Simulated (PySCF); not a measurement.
**17O chemical shifts**

Theoretical values (PySCF 2.14.0 with density-fitted response routines): GFN2-xTB structure, GIAO PBE0/pcSseg-1 shieldings. A single conformation, gas phase, one averaged value for each set of equivalent atoms, relativity neglected.

Shieldings were converted by a linear fit to measured shifts: 17O (scatter 10.7 ppm rms, 12.2 ppm with the 3 outliers that the fit left out vs liquid water, solution or neat liquid). A few per cent of atoms miss by over 2 rms, more outside the fitted compound classes.

Give the 17O shifts of `O=C1C[C@@H](Cl)[C@H]1C(F)(F)F`, `[SiH3]O[SiH2]N[SiH]1OCCO1`, `CC(=O)c1snnc1C`, `N[Si@@]1(O[SiH3])CC[Si@H](O)O1`, `CCO[SiH2]OC(C)C`, `CC[Si@@H]1O[SiH2]O[Si@@H](N)O1`.

Answers


```json
{"compound": "O=C1C[C@@H](Cl)[C@H]1C(F)(F)F", "environment": "ketone oxygen", "δ (ppm)": "584.9"}
{"compound": "[SiH3:1][O:2][SiH2:3][NH:4][SiH:5]1[O:6][CH2:7][CH2:8][O:9]1", "environment": "O6/9: oxygen bonded to C, Si, in a 5-membered ring (×2)", "δ (ppm)": "2.1"}
{"compound": "[SiH3:1][O:2][SiH2:3][NH:4][SiH:5]1[O:6][CH2:7][CH2:8][O:9]1", "environment": "O2: oxygen bonded to 2 Si", "δ (ppm)": "-28.6"}
{"compound": "CC(=O)c1snnc1C", "environment": "ketone oxygen", "δ (ppm)": "563.2"}
{"compound": "[NH2:1][Si@@:2]1([O:3][SiH3:4])[CH2:5][CH2:6][Si@H:7]([OH:8])[O:9]1", "environment": "O9: oxygen bonded to 2 Si, in a 5-membered ring", "δ (ppm)": "65.1"}
{"compound": "[NH2:1][Si@@:2]1([O:3][SiH3:4])[CH2:5][CH2:6][Si@H:7]([OH:8])[O:9]1", "environment": "O3: oxygen bonded to 2 Si", "δ (ppm)": "16.7"}
{"compound": "[NH2:1][Si@@:2]1([O:3][SiH3:4])[CH2:5][CH2:6][Si@H:7]([OH:8])[O:9]1", "environment": "O8: oxygen bonded to Si, H", "δ (ppm)": "10.1"}
{"compound": "[CH3:1][CH2:2][O:3][SiH2:4][O:5][CH:6]([CH3:7])[CH3:8]", "environment": "O5: oxygen bonded to C, Si", "δ (ppm)": "32.2"}
{"compound": "[CH3:1][CH2:2][O:3][SiH2:4][O:5][CH:6]([CH3:7])[CH3:8]", "environment": "O3: oxygen bonded to C, Si", "δ (ppm)": "10.6"}
{"compound": "[CH3:1][CH2:2][Si@@H:3]1[O:4][SiH2:5][O:6][Si@@H:7]([NH2:8])[O:9]1", "environment": "O9: oxygen bonded to 2 Si, in a 6-membered ring", "δ (ppm)": "52.5"}
{"compound": "[CH3:1][CH2:2][Si@@H:3]1[O:4][SiH2:5][O:6][Si@@H:7]([NH2:8])[O:9]1", "environment": "O6: oxygen bonded to 2 Si, in a 6-membered ring", "δ (ppm)": "49.6"}
{"compound": "[CH3:1][CH2:2][Si@@H:3]1[O:4][SiH2:5][O:6][Si@@H:7]([NH2:8])[O:9]1", "environment": "O4: oxygen bonded to 2 Si, in a 6-membered ring", "δ (ppm)": "42.5"}
```
